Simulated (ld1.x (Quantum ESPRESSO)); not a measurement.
# What one change does to a pseudopotential (chlorine, ultrasoft)

- Element: Cl
- Generator: ld1.x (Quantum ESPRESSO) 7.5
- Type: ultrasoft
- Functional: PW91
- Relativity: scalar-relativistic
- Frozen core: [Ne]
- Valence charge: 7
- Reference configuration: 3s2 3p4.5 (charge +0.5)
- Partial waves: 3s (bound): rcut 1.30, rcutus 1.45 bohr; 3s channel at -1.3 Ry: rcut 1.30, rcutus 1.45 bohr; 3p (bound): rcut 1.30, rcutus 1.45 bohr; 3p channel at -0.55 Ry: rcut 1.30, rcutus 1.45 bohr
- Local potential: all-electron potential smoothed inside 1.20 bohr (lloc = -1)
- Core correction: Bessel-smoothed model core inside 0.85 bohr
- Augmentation charge: built from norm-conserving waves at rcut, not smoothed further

All-electron outer shells of the reference configuration (PW91, scalar-relativistic, ld1.x):

```csv
shell,level (eV),outermost node (bohr),outermost maximum (bohr)
3s,-26.24,0.55,1.27
3p,-13.87,0.53,1.41
```

Change: all radii but the core radius scaled by about 1.24 (s 1.80, p 1.80 bohr, rcut 1.62/1.62); local potential all-electron potential smoothed inside 1.48 bohr (lloc = -1).

Cutoffs: the cutoffs (Ry, on a coarse ladder) from which the occupation-weighted sum of valence levels, in a spherical-Bessel basis at the reference potential, stays within 10 and 1 mRy of its value at 400 Ry; they do not see the model core or the augmentation charge, which bear on the density cutoff. Errors are all-electron minus pseudo energies relative to the spin-unpolarised reference configuration.

**Question.** What does the change do?

**Answer.** The potential gets softer (25 Ry and 40 Ry → 21 Ry and 25 Ry); of the 7 tests that both files solve, the error grows in 4 and shrinks in 0 by more than 15 % and 0.3 meV (median size 1.4 → 5.2 meV); neither file shows a bound ghost. A larger radius leaves more room for a smooth pseudo-wave, so fewer plane waves are needed. More of the atom is replaced by a form fitted at one configuration, so other configurations suffer.

| quantity | base | changed |
| --- | --- | --- |
| cutoff, loose | 25 Ry | 21 Ry |
| cutoff, tight | 40 Ry | 25 Ry |
| loose cutoff by channel (10 mRy a level) | s 8 Ry, p 18 Ry | s 10 Ry, p 15 Ry |
| bound ghosts | none | none |
| error for 3s2 3p5, meV [ΔE -5.61 eV] | +0.8 | +0.9 |
| error for 3s2 3p4, meV [ΔE 8.32 eV] | -0.1 | +0.1 |
| error for 3s2 3p3, meV [ΔE 33.83 eV] | +7.1 | +11 |
| error for 3s2 3p5.3, meV [ΔE -7.76 eV] | +1.4 | +1.5 |
| error for 3s1 3p6, meV [ΔE 6.54 eV] | +0.2 | -5.2 |
| error for 3s2 3p2, meV [ΔE 72.22 eV] | +39 | +57 |
| error for 3s2 3p1, meV [ΔE 124.56 eV] | +123 | +175 |
| lowest overlap eigenvalue by channel | s 0.37, p 0.69 | s 0.40, p 0.87 |
